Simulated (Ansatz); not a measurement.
```
atom    x (Å)    y (Å)    z (Å)
   C  -1.0366   0.7487  -0.6076
   C  -1.1850  -0.6474  -0.4253
   C  -0.1484  -1.3961   0.1823
   C   1.0366  -0.7487   0.6076
   C   1.1850   0.6474   0.4253
   C   0.1484   1.3961  -0.1823
   H  -1.8428   1.3309  -1.0802
   H  -2.1066  -1.1509  -0.7561
   H  -0.2638  -2.4818   0.3241
   H   1.8428  -1.3309   1.0802
   H   2.1066   1.1509   0.7561
   H   0.2638   2.4818  -0.3241
```

Basis set: 6-31G* (spherical functions). Left uncorrelated: 6 orbitals. Charge 0, multiplicity 1.

Computed with Ansatz (development build ahead of 0.2.0); each method stands on the lowest determinant of its kind that the runs found. Restricted open shells among the atoms or ions are ROHF, correlated in semicanonical orbitals with singles.

Task: Give the atomization energy at this shape (free ground-state atoms in the same class of orbitals less the molecule, no zero-point energy) of singlet C₆H₆ by RHF-MP2, RHF.

Result:

```tsv
method	atomization energy
RHF-MP2	1298.85 kcal/mol
RHF	1031.50 kcal/mol
```
